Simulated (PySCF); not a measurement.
C$_{2}$H$_{6}$Zn, singlet, at a GFN2-xTB geometry (such geometries of metal compounds can be far from the true shape); PySCF with DF-B3LYP/STO-3G.

Input for PySCF:
```python
from pyscf import gto, scf, dft

mol = gto.Mole()
mol.atom = '''
    Zn   -0.00000000    0.00000000   -0.00000000
    C     1.58168783    0.22714311   -1.27171747
    H     2.29051525   -0.59164379   -1.18304619
    H     2.12813446    1.14546039   -1.07473949
    H     1.26208980    0.26198332   -2.30967418
    C    -1.58168783   -0.22714311    1.27171747
    H    -2.12813446   -1.14546039    1.07473949
    H    -2.29051525    0.59164379    1.18304619
    H    -1.26208980   -0.26198332    2.30967418
'''
mol.basis = 'sto-3g'
mol.verbose = 4
mol.build()

mf = dft.RKS(mol)
mf.xc = 'b3lyp'
mf = mf.density_fit(auxbasis='def2-universal-jkfit')
mf.kernel()
mf.analyze()
```

Write the output that PySCF gives for this input, abridged.


```
PySCF version 2.14.0

[INPUT] verbose = 4
[INPUT] num. atoms = 9
[INPUT] num. electrons = 48
[INPUT] charge = 0
[INPUT] spin (= nelec alpha-beta = 2S) = 0
[INPUT] symmetry False subgroup None
[INPUT] Mole.unit = angstrom
[INPUT] Symbol           X                Y                Z      unit          X                Y                Z       unit  Magmom
[...]
nuclear repulsion = 158.385982166871
number of shells = 20
number of NR pGTOs = 102
number of NR cGTOs = 34
basis = sto-3g
ecp = {}

******** <class 'pyscf.df.df_jk.DFRKS'> ********
method = DFRKS
initial guess = minao
damping factor = 0
level_shift factor = 0
DIIS = <class 'pyscf.scf.diis.CDIIS'>
diis_start_cycle = 1
diis_space = 8
diis_damp = 0
SCF conv_tol = 1e-09
SCF conv_tol_grad = None
SCF max_cycles = 50
direct_scf = False
XC library pyscf.dft.libxc version 7.1.2
    S. Lehtola, C. Steigemann, M. J. T. Oliveira, and M. A. L. Marques,  SoftwareX 7, 1–5 (2018)
XC functionals = b3lyp
    P. J. Stephens, F. J. Devlin, C. F. Chabalowski, and M. J. Frisch,  J. Phys. Chem. 98, 11623 (1994)
radial grids:
    Treutler-Ahlrichs [JCP 102, 346 (1995); DOI:10.1063/1.469408] (M4) radial grids

becke partition: Becke, JCP 88, 2547 (1988); DOI:10.1063/1.454033
pruning grids: <function nwchem_prune>
grids dens level: 3
symmetrized grids: False
atomic radii adjust function: <function treutler_atomic_radii_adjust>
small_rho_cutoff = 0
Set gradient conv threshold to 3.16228e-05
Initial guess from minao.
tot grids = 107728
******** <class 'pyscf.df.df.DF'> ********
auxbasis = def2-universal-jkfit
init E= -1835.35325783265
[...]
cycle= 1 E= -1830.84041054859  delta_E= 4.51  |g|=  2.8  |ddm|= 5.94
[...]
cycle= 2 E= -1830.55217794257  delta_E= 0.288  |g|= 2.12  |ddm|= 5.69
[...]
cycle= 3 E= -1836.9429624173  delta_E= -6.39  |g|= 1.02  |ddm|= 5.66
[...]
cycle= 4 E= -1812.24983501582  delta_E= 24.7  |g|= 9.51  |ddm|= 8.53
[...]
cycle= 5 E= -1822.32432060279  delta_E= -10.1  |g|= 8.83  |ddm|=  3.1
[...]
cycle= 6 E= -1820.94369998089  delta_E= 1.38  |g|= 9.29  |ddm|= 0.458
[...]
cycle= 7 E= -1817.22228887451  delta_E= 3.72  |g|= 9.95  |ddm|= 1.13
[...]
cycle= 8 E= -1808.28020807621  delta_E= 8.94  |g|= 7.69  |ddm|=  2.8
[...]
cycle= 9 E= -1831.04110414598  delta_E= -22.8  |g|= 2.84  |ddm|= 7.49
[...]
cycle= 10 E= -1831.31181961225  delta_E= -0.271  |g|=  2.9  |ddm|= 0.304
[...]
cycle= 11 E= -1837.24239439624  delta_E= -5.93  |g|= 0.598  |ddm|=  4.5
[...]
cycle= 12 E= -1831.44219647574  delta_E=  5.8  |g|= 2.72  |ddm|= 4.47
[...]
cycle= 13 E= -1830.89094831528  delta_E= 0.551  |g|= 2.58  |ddm|= 0.527
[...]
cycle= 14 E= -1837.36504617257  delta_E= -6.47  |g|= 0.253  |ddm|= 4.81
[...]
cycle= 15 E= -1837.36086141722  delta_E= 0.00418  |g|= 0.27  |ddm|= 0.221
[...]
cycle= 16 E= -1837.35350253534  delta_E= 0.00736  |g|= 0.296  |ddm|= 0.121
[...]
cycle= 17 E= -1837.36211354705  delta_E= -0.00861  |g|= 0.257  |ddm|= 0.114
[...]
cycle= 18 E= -1837.38408807626  delta_E= -0.022  |g|= 0.054  |ddm|= 0.364
[...]
cycle= 19 E= -1832.62620108667  delta_E= 4.76  |g|= 2.79  |ddm|= 4.49
[...]
cycle= 20 E= -1832.62794680445  delta_E= -0.00175  |g|= 2.79  |ddm|= 0.00797
[...]
cycle= 21 E= -1832.62714953754  delta_E= 0.000797  |g|= 2.79  |ddm|= 0.00233
[...]
cycle= 22 E= -1832.62761635612  delta_E= -0.000467  |g|= 2.79  |ddm|= 0.00248
[...]
cycle= 23 E= -1832.62879621519  delta_E= -0.00118  |g|= 2.79  |ddm|= 0.00172
[...]
cycle= 24 E= -1832.62842955446  delta_E= 0.000367  |g|= 2.79  |ddm|= 0.00169
[...]
cycle= 25 E= -1832.62246906863  delta_E= 0.00596  |g|= 2.79  |ddm|= 0.00768
[...]
cycle= 26 E= -1837.38412839617  delta_E= -4.76  |g|= 0.0525  |ddm|= 4.49
[...]
cycle= 27 E= -1837.38444861393  delta_E= -0.00032  |g|= 0.0506  |ddm|= 0.103
[...]
cycle= 28 E= -1836.64805827564  delta_E= 0.736  |g|= 1.85  |ddm|= 2.85
[...]
cycle= 29 E= -1836.53956197291  delta_E= 0.108  |g|= 1.98  |ddm|= 0.123
[...]
cycle= 30 E= -1836.55051987945  delta_E= -0.011  |g|= 1.97  |ddm|= 0.0138
[...]
cycle= 31 E= -1836.55287857624  delta_E= -0.00236  |g|= 1.97  |ddm|= 0.00888
[...]
cycle= 32 E= -1836.61703666401  delta_E= -0.0642  |g|= 1.89  |ddm|= 0.0688
[...]
cycle= 33 E= -1836.83770013828  delta_E= -0.221  |g|= 1.59  |ddm|= 0.301
[...]
cycle= 34 E= -1836.55281395558  delta_E= 0.285  |g|= 1.97  |ddm|= 0.351
[...]
cycle= 35 E= -1835.56056571168  delta_E= 0.992  |g|= 2.79  |ddm|= 0.841
[...]
cycle= 36 E= -1837.37388567769  delta_E= -1.81  |g|= 0.355  |ddm|= 2.77
[...]
cycle= 37 E= -1837.40387519763  delta_E= -0.03  |g|= 0.138  |ddm|= 0.32
[...]
cycle= 38 E= -1837.40897075366  delta_E= -0.0051  |g|= 0.0627  |ddm|= 0.276
[...]
cycle= 39 E= -1837.41002914089  delta_E= -0.00106  |g|= 0.0163  |ddm|= 0.0574
[...]
cycle= 40 E= -1837.41010066957  delta_E= -7.15e-05  |g|= 0.00386  |ddm|= 0.015
[...]
cycle= 41 E= -1837.41010492294  delta_E= -4.25e-06  |g|= 0.000894  |ddm|= 0.0062
[...]
cycle= 42 E= -1837.41010525055  delta_E= -3.28e-07  |g|= 0.000461  |ddm|= 0.00293
[...]
cycle= 43 E= -1837.4101053802  delta_E= -1.3e-07  |g|= 0.000517  |ddm|= 0.00276
[...]
cycle= 44 E= -1837.4101055053  delta_E= -1.25e-07  |g|= 0.000235  |ddm|= 0.00142
[...]
cycle= 45 E= -1837.41010555643  delta_E= -5.11e-08  |g|= 0.000161  |ddm|= 0.000918
[...]
cycle= 46 E= -1837.41010566918  delta_E= -1.13e-07  |g|= 8.78e-05  |ddm|= 0.00229
[...]
cycle= 47 E= -1837.41010545399  delta_E= 2.15e-07  |g|= 7.81e-05  |ddm|= 0.00486
[...]
cycle= 48 E= -1837.41010528742  delta_E= 1.67e-07  |g|= 7.17e-05  |ddm|= 0.00488
[...]
cycle= 49 E= -1837.41010523065  delta_E= 5.68e-08  |g|= 5.92e-05  |ddm|= 0.00448
[...]
cycle= 50 E= -1837.41010519128  delta_E= 3.94e-08  |g|= 5.34e-05  |ddm|= 0.00595
SCF not converged.
SCF energy = -1837.41010519128
**** SCF Summaries ****
Total Energy =                       -1837.410105191282128
Nuclear Repulsion Energy =             158.385982166870718
One-electron Energy =                -2875.388361903522309
Two-electron Energy =                  879.592274545369605
Two-electron Coulomb Energy =          963.801293616080670
DFT Exchange-Correlation Energy =      -84.209019070711022
HOMO-LUMO gap [eV] =                     2.476099005923065
**** MO energy ****
[...]
 ** Mulliken pop on meta-lowdin orthogonal AOs  **
 ** Mulliken pop  **
[...]
 ** Mulliken atomic charges  **
charge of    0Zn =      1.03294
charge of    1C =     -0.60009
charge of    2H =      0.02803
charge of    3H =      0.02802
charge of    4H =      0.02804
charge of    5C =     -0.60066
charge of    6H =      0.02789
charge of    7H =      0.02791
charge of    8H =      0.02792
Dipole moment(X, Y, Z, Debye): -0.00012, -0.00035, -0.00045
```

The run did not converge; its last values are not results.
